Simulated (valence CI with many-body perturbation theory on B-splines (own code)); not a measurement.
The numbers below are computed, except where a source is named.
## Hyperfine factors and g values of Dy34+

Method: configuration interaction combined with many-body perturbation theory (CI+MBPT): four valence electrons over a frozen Dirac-Fock core [Ar] 3d10, radial functions for each j: 11 s, 11 p, 10 d, 8 f, 5 g, 2 h, with the one-electron correlation potential Σ1 (screened to all orders), the two-electron term Σ2, the three-electron term Σ3, Breit, model QED; selected single and double excitations, second order for the rest, scaled by the run's own slope (own B-spline code, finite nucleus).

The last digits are not significant, and no measured levels were compared; by estimate large intervals hold to a few tenths of a per cent, small ones and those within an open d or f shell to about a per cent. Among the levels kept, up to 400 cm⁻¹ of a level comes from second order outside the variational space, and about a tenth of that is noise between levels of different J, which matters for small intervals.

A/g_I is the dipole constant over the nuclear g factor μ/I (μ in nuclear magnetons, uniformly magnetised nucleus), B/Q the quadrupole constant per barn. Both hold the static response of the core; the bare values leave it out. Large factors of s and p1/2 electrons are usually good to 5 to 10 %; those of open d and f shells near neutrality can be off by tens of per cent, and small factors of p3/2, d and f electrons come from cancelling terms and can be off by a factor of two or in sign, in half-filled shells by more. B is blank for J = 1/2, where it vanishes, and for nearly pure S terms. Energies count from the lowest level. Levels with J = 0 are left out.

Levels are named by their leading jj configuration (3d3/2^4 stands for four electrons in 3d with j = 3/2), which in mixed levels can hold well under half, so a name can repeat and another be missing. Letters in brackets count levels of one name in rising energy.

```tsv
Level	E (cm⁻¹)	g	A/g_I (MHz)	A/g_I bare	B/Q (MHz/b)	B/Q bare
(4s^2 4p1/2 4p3/2) J=1	385910	1.498	-22500	-22000	35300	34000
(4s^2 4p1/2 4p3/2) J=2	414790	1.188	94200	90700	58100	55900
(4s^2 4p3/2^2) J=2	822470	1.306	37300	35800	12400	11900
(4s 4p1/2^2 4p3/2) J=2	1001500	1.616	235000	227000	57400	55200
(4s 4p1/2^2 4p3/2) J=1	1100900	1.013	-156000	-150000	51100	49300
(4s 4p1/2 4p3/2^2) J=2 [a]	1354600	1.522	154000	148000	26300	25300
(4s^2 4p1/2 4d3/2) J=2	1390500	0.819	74700	72500	5270	5250
(4s 4p1/2 4p3/2^2) J=3	1411900	1.319	194000	187000	-7680	-7340
(4s 4p1/2 4p3/2^2) J=1 [a]	1486700	1.150	-58300	-56000	-28200	-27100
(4s 4p1/2 4p3/2^2) J=1 [b]	1531100	1.250	405000	390000	-17900	-17200
(4s 4p1/2 4p3/2^2) J=2 [b]	1533600	1.030	-15800	-15100	-2570	-2440
(4s^2 4p1/2 4d5/2) J=3	1566500	1.119	63800	61900	22300	21700
(4s 4p1/2 4p3/2^2) J=1 [c]	1572100	1.127	-89700	-86200	19400	18600
(4s^2 4p1/2 4d5/2) J=2	1585500	1.289	9750	9820	10200	9930
(4s 4p3/2^3) J=2	1835900	1.378	170000	164000	-57400	-55300
(4s^2 4p3/2 4d3/2) J=1	1885600	1.154	-3110	-2880	-24600	-23800
(4s^2 4p3/2 4d3/2) J=2	1892300	1.025	20000	19400	-7690	-7370
(4s^2 4p3/2 4d3/2) J=3	1910800	1.152	29400	28500	53400	51600
(4s^2 4p3/2 4d5/2) J=4	1912600	1.247	18000	17600	85700	82700
(4s 4p3/2^3) J=1	1995600	1.307	-102000	-97900	-20200	-19400
(4s^2 4p3/2 4d5/2) J=2	2016400	1.299	84800	82100	-53900	-51900
(4s 4p1/2^2 4d3/2) J=1	2020500	0.376	-183000	-175000	5650	5530
(4s 4p1/2^2 4d3/2) J=2	2034300	1.198	185000	179000	8440	8300
(4s^2 4p3/2 4d5/2) J=3	2044300	1.148	20400	19900	19700	19200
(4s^2 4p3/2 4d5/2) J=1	2090300	0.978	-38800	-36900	4460	4390
(4p1/2^2 4p3/2^2) J=2	2121700	1.262	-10600	-9700	-5180	-4960
(4s 4p1/2^2 4d5/2) J=3	2145000	1.372	139000	134000	12700	12400
(4s 4p1/2^2 4d5/2) J=2	2248900	0.997	-49000	-46700	25700	25000
(4s 4p1/2 4p3/2 4d3/2) J=1 [a]	2358600	1.211	111000	107000	-34500	-33300
(4s 4p1/2 4p3/2 4d3/2) J=2 [a]	2364000	1.140	91200	88100	-25500	-24600
(4s 4p1/2 4p3/2 4d3/2) J=3 [a]	2376600	1.174	122000	118000	4460	4370
(4s 4p1/2 4p3/2 4d3/2) J=4	2416000	1.231	139000	134000	35100	34000
(4s 4p1/2 4p3/2 4d5/2) J=4 [a]	2439400	1.395	100000	97100	85300	82200
(4s 4p1/2 4p3/2 4d3/2) J=2 [b]	2464800	0.899	76400	73800	-41900	-40300
```

Take the isotope of mass number 163, with I = 5/2, μ = 0.671 μN and Q = 2.65 b. What is the hyperfine structure of (4s 4p1/2 4p3/2^2) J=2 [a]?

From the table A = 41200 MHz, B = 69600 MHz. Shifts from the centre of gravity in MHz: F = 1/2: -240000, F = 3/2: -209000, F = 5/2: -141000, F = 7/2: -8980, F = 9/2: 223000.
